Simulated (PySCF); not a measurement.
These are PBE-D3(BJ)/def2-TZVP // BP86-D3(BJ)/def2-SVP run with PySCF 2.14.0 values and carry that method's errors. Gas-phase values, no solvent. 

Reference species: [Ti(Cl)3] (neutral, multiplicity 2).

```
Quantity                                        Result
----------------------------------------------  ------
spin population on the central atom (Mulliken)    1.11
charge on the central atom (Mulliken)           0.92 e
coordination number                                  3
```

After one change: the spin population on the central atom (Mulliken) decreases by 0.03; the charge on the central atom (Mulliken) rises by 0.07 e; the coordination number is nearly the same.

Problem. Name the change that produced these shifts. The new species is one of these.
(A) [Pt(Cl)3]
(B) [Zr(Cl)3]
(C) [Pd(Cl)3]

Solution. B, [Zr(Cl)3]
